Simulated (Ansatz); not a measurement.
Method: B3LYP-D3(BJ)/def2-SVP in Ansatz (a first-principles code). No frequencies were computed at this level.

Ansatz 0.2 input:
```yaml
crystal:
  periodic: [false, false, false]
  atoms:
    - { symbol: B, position_ang: [3.354455, 1.219895, -0.485383] }
    - { symbol: C, position_ang: [1.997065, 0.478341, -0.313395] }
    - { symbol: C, position_ang: [1.938411, -0.919675, -0.048867] }
    - { symbol: C, position_ang: [0.733882, -1.547118, 0.100931] }
    - { symbol: C, position_ang: [-0.452044, -0.793312, -0.010079] }
    - { symbol: C, position_ang: [-1.742477, -1.339888, 0.127439] }
    - { symbol: C, position_ang: [-2.846003, -0.54219, 0.006248] }
    - { symbol: C, position_ang: [-2.709571, 0.832323, -0.257067] }
    - { symbol: C, position_ang: [-1.473353, 1.394926, -0.396318] }
    - { symbol: C, position_ang: [-0.310006, 0.599424, -0.276752] }
    - { symbol: N, position_ang: [0.885094, 1.187683, -0.418504] }
    - { symbol: H, position_ang: [3.357715, 2.366281, -0.693069] }
    - { symbol: H, position_ang: [4.35396, 0.619715, -0.401392] }
    - { symbol: H, position_ang: [2.861924, -1.473379, 0.031452] }
    - { symbol: H, position_ang: [0.670671, -2.608764, 0.302803] }
    - { symbol: H, position_ang: [-1.841682, -2.397465, 0.329851] }
    - { symbol: H, position_ang: [-3.835126, -0.963465, 0.11235] }
    - { symbol: H, position_ang: [-3.598127, 1.439973, -0.348023] }
    - { symbol: H, position_ang: [-1.344799, 2.446691, -0.598383] }
basis:
  gaussian: { orbitals: def2-svp }
hamiltonian:
  xc: b3lyp
  dispersion: d3bj
relax:
  max_steps: 150
```

Output:

```
Functional definition: B3LYP
2279 factors; integrals over basis functions are off by at most 4.2e-4 eV
mean field evaluation 1: about -11611.1149 eV, gradient 5.8e1 eV
mean field evaluation 2: about -11611.1258 eV, gradient 6.0e1 eV
mean field evaluation 4: about -11620.5155 eV, gradient 6.1e0 eV
mean field evaluation 8: about -11620.6875 eV, gradient 2.1e-1 eV
mean field evaluation 16: about -11620.6876 eV, gradient 6.0e-5 eV
mean field -11620.68760536 eV, -427.0523927120 hartree, gradient 5.9e-5 eV, S^2 0.000000; 0 other end points of the search recorded, 0 dependent functions left out
reference -11620.68791950 eV, -427.0524042566 hartree; 37, 37 occupied and 157, 157 virtual orbitals, 2279 factors
relax step   1: F+E_penalty+E_count = -11621.73957819 eV  Δ(F+E_penalty+E_count) = +0.000e0 eV  max|allowed force component| = 9.594e-1 eV/Å  Δτ_max = 0.0000 Å  (30 SCF iters, accepted)
these checks for a lower state are left out or cut short: starts, cluster_reference, orbital_swaps, neighbouring_geometries, increment
2279 factors; integrals over basis functions are off by at most 4.4e-4 eV
mean field -11620.77901217 eV, -427.0557518504 hartree, gradient 1.1e-5 eV, S^2 0.000000; 0 other end points of the search recorded, 0 dependent functions left out
reference -11620.77932920 eV, -427.0557635010 hartree; 37, 37 occupied and 157, 157 virtual orbitals, 2279 factors
relax step   2: F+E_penalty+E_count = -11621.82634069 eV  Δ(F+E_penalty+E_count) = -8.676e-2 eV  max|allowed force component| = 3.345e-1 eV/Å  Δτ_max = 0.0368 Å  (34 SCF iters, accepted)
these checks for a lower state are left out or cut short: starts, cluster_reference, orbital_swaps, neighbouring_geometries, increment
2279 factors; integrals over basis functions are off by at most 4.6e-4 eV
mean field evaluation 32: about -11620.7882 eV, gradient 1.1e-5 eV
mean field -11620.78822966 eV, -427.0560905869 hartree, gradient 1.1e-5 eV, S^2 0.000000; 0 other end points of the search recorded, 0 dependent functions left out
reference -11620.78854778 eV, -427.0561022774 hartree; 37, 37 occupied and 157, 157 virtual orbitals, 2279 factors
relax step   3: F+E_penalty+E_count = -11621.83391781 eV  Δ(F+E_penalty+E_count) = -7.577e-3 eV  max|allowed force component| = 6.476e-2 eV/Å  Δτ_max = 0.0142 Å  (36 SCF iters, accepted)
these checks for a lower state are left out or cut short: starts, cluster_reference, orbital_swaps, neighbouring_geometries, increment
2279 factors; integrals over basis functions are off by at most 4.6e-4 eV
mean field -11620.78821468 eV, -427.0560900362 hartree, gradient 1.6e-5 eV, S^2 0.000000; 0 other end points of the search recorded, 0 dependent functions left out
reference -11620.78853278 eV, -427.0561017264 hartree; 37, 37 occupied and 157, 157 virtual orbitals, 2279 factors
relax step   4: F+E_penalty+E_count = -11621.83392462 eV  Δ(F+E_penalty+E_count) = -6.811e-6 eV  max|allowed force component| = 6.479e-2 eV/Å  Δτ_max = 0.0007 Å  (23 SCF iters, accepted)
these checks for a lower state are left out or cut short: starts, cluster_reference, orbital_swaps, neighbouring_geometries, increment
2279 factors; integrals over basis functions are off by at most 4.5e-4 eV
mean field -11620.78755119 eV, -427.0560656536 hartree, gradient 1.8e-5 eV, S^2 0.000000; 0 other end points of the search recorded, 0 dependent functions left out
reference -11620.78786937 eV, -427.0560773464 hartree; 37, 37 occupied and 157, 157 virtual orbitals, 2279 factors
relax step   5: F+E_penalty+E_count = -11621.83324809 eV  Δ(F+E_penalty+E_count) = +6.765e-4 eV  max|allowed force component| = 1.481e-1 eV/Å  Δτ_max = 0.0132 Å  (28 SCF iters, rejected (line search))
these checks for a lower state are left out or cut short: starts, cluster_reference, orbital_swaps, neighbouring_geometries, increment
2279 factors; integrals over basis functions are off by at most 4.6e-4 eV
mean field -11620.78845125 eV, -427.0560987300 hartree, gradient 2.3e-5 eV, S^2 0.000000; 0 other end points of the search recorded, 0 dependent functions left out
reference -11620.78876937 eV, -427.0561104209 hartree; 37, 37 occupied and 157, 157 virtual orbitals, 2279 factors
relax step   6: F+E_penalty+E_count = -11621.83419437 eV  Δ(F+E_penalty+E_count) = -2.698e-4 eV  max|allowed force component| = 2.093e-3 eV/Å  Δτ_max = 0.0041 Å  (26 SCF iters, accepted)
2279 factors; integrals over basis functions are off by at most 4.6e-4 eV
mean field evaluation 64: about -11620.7885 eV, gradient 5.3e-4 eV
mean field -11620.78845125 eV, -427.0560987300 hartree, gradient 2.3e-5 eV, S^2 0.000000; 1 other end points of the search recorded, 0 dependent functions left out
reference -11620.78876937 eV, -427.0561104209 hartree; 37, 37 occupied and 157, 157 virtual orbitals, 2279 factors
Total energy: -11621.83451249 eV, -427.0945407718 hartree
Atom 0 at     3.365695     1.217322    -0.485950 Å, force     0.000076     0.000410     0.000583 eV/Å
Atom 1 at     2.007776     0.480833    -0.312445 Å, force     0.000747    -0.002093     0.000007 eV/Å
Atom 2 at     1.953806    -0.925136    -0.046992 Å, force    -0.000207     0.001492    -0.000232 eV/Å
Atom 3 at     0.740197    -1.556021     0.103106 Å, force    -0.000741    -0.000618     0.000026 eV/Å
Atom 4 at    -0.450449    -0.795137    -0.009137 Å, force     0.001661    -0.000617     0.000219 eV/Å
Atom 5 at    -1.751140    -1.349860     0.128780 Å, force    -0.000906    -0.000530     0.000162 eV/Å
Atom 6 at    -2.866898    -0.549912     0.007067 Å, force     0.000190    -0.000253    -0.000073 eV/Å
Atom 7 at    -2.735232     0.839976    -0.257821 Å, force     0.000089     0.000635     0.000012 eV/Å
Atom 8 at    -1.489626     1.407767    -0.396642 Å, force    -0.000157    -0.000069    -0.000036 eV/Å
Atom 9 at    -0.312598     0.611206    -0.277106 Å, force     0.000172     0.001200    -0.000131 eV/Å
Atom 10 at     0.890696     1.210756    -0.420676 Å, force    -0.000622     0.000468    -0.000113 eV/Å
Atom 11 at     3.385084     2.399332    -0.706577 Å, force     0.000077     0.000212    -0.000597 eV/Å
Atom 12 at     4.398670     0.597102    -0.397891 Å, force    -0.000675    -0.000713     0.000257 eV/Å
Atom 13 at     2.888693    -1.483645     0.033603 Å, force    -0.000028     0.000056     0.000047 eV/Å
Atom 14 at     0.676660    -2.628723     0.306383 Å, force     0.000249     0.001060    -0.000246 eV/Å
Atom 15 at    -1.851154    -2.419154     0.332529 Å, force     0.000069     0.000027    -0.000118 eV/Å
Atom 16 at    -3.863808    -0.983989     0.114436 Å, force     0.000020    -0.000197     0.000010 eV/Å
Atom 17 at    -3.632660     1.456015    -0.350651 Å, force    -0.000335    -0.000134     0.000115 eV/Å
Atom 18 at    -1.353724     2.471262    -0.600174 Å, force     0.000320    -0.000336     0.000109 eV/Å
Dipole moment:    -0.406056    -0.486546     0.101825 e Å
```

Cost: roughly 90 core-seconds.
